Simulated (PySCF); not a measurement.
C5H15ClOSi2.
Structure used (GFN2-xTB), in Å, numbered top down from 1:
```
atom  x, y, z in Å
C1    -3.0495    0.8626   -0.7188
C2    -2.0608   -0.2837   -0.5287
C3    -2.4533   -1.1626    0.6544
O4    -0.7858    0.2733   -0.3254
Si5    0.7033   -0.3183   -0.5857
C6     1.1392   -1.8338    0.4927
Si7    1.8899    1.5857   -0.0594
C8     3.6741    1.4337   -0.7463
Cl9    4.4284   -0.0406   -0.0888
H10   -2.7372    1.4878   -1.5513
H11   -4.0441    0.4729   -0.9180
H12   -3.0777    1.4733    0.1802
H13   -2.0354   -0.8965   -1.4412
H14   -3.4538   -1.5610    0.5098
H15   -1.7545   -1.9877    0.7561
H16   -2.4333   -0.5740    1.5683
H17    0.8040   -0.7927   -1.9854
H18    0.9033   -1.6536    1.5396
H19    2.2006   -2.0556    0.4350
H20    0.6055   -2.7313    0.1851
H21    1.4256    2.8637   -0.6301
H22    2.0737    1.8532    1.3764
H23    3.7151    1.3428   -1.8288
H24    4.3111    2.2618   -0.4485
```

Computed at PBE0/pcSseg-1 (PySCF, non-relativistic), with Q(17O) = −0.0256 b, Q(35Cl) = −0.0817 b: O4, 17O (I = 5/2): χzz = -10.10 MHz, η = 0.309; Cl9, 35Cl (I = 3/2): χzz = -75.11 MHz, η = 0.023.

(1) Find the zero-field quadrupole resonance frequencies of 17O at O4.

(2) Where would the pure quadrupole (NQR) lines of 35Cl at Cl9 fall for the rigid, isolated species?

(3) Apply the simplest Townes–Dailey estimate (no s hybridisation, no π bonding), ionic character = 1 − χzz/χ0, where χ0 is the coupling for one missing p electron along the bond: −109.74 MHz for 35Cl.

Results:

(1) From the eigenvalues of H = χ/[4I(2I − 1)] × [3Iz² − I(I + 1) + η(Ix² − Iy²)], steps between neighbouring levels, labelled as for η = 0: ±1/2↔±3/2 1.665 MHz, ±3/2↔±5/2 2.975 MHz (silyl ether oxygen).

(2) From ν = (|χ|/2)√(1 + η²/3): ν = 37.56 MHz (alkyl chlorine). For 37Cl the ratio of quadrupole moments, 0.7881, gives 29.60 MHz.

(3) Cl9 on C8: 1 − (-75.11)/(-109.74) = 0.32. In this model a purely covalent bond gives χ0 and a free halide ion gives zero; s hybridisation or π bonding, where present, is counted here as ionic character.

In a crystal, neighbours and librations shift these lines. GFN2-xTB bond lengths can be off by several hundredths of an ångström, more for odd bonds, and the gradients follow them. A larger basis could move these couplings by a tenth or more.

One conformer stands for the species.
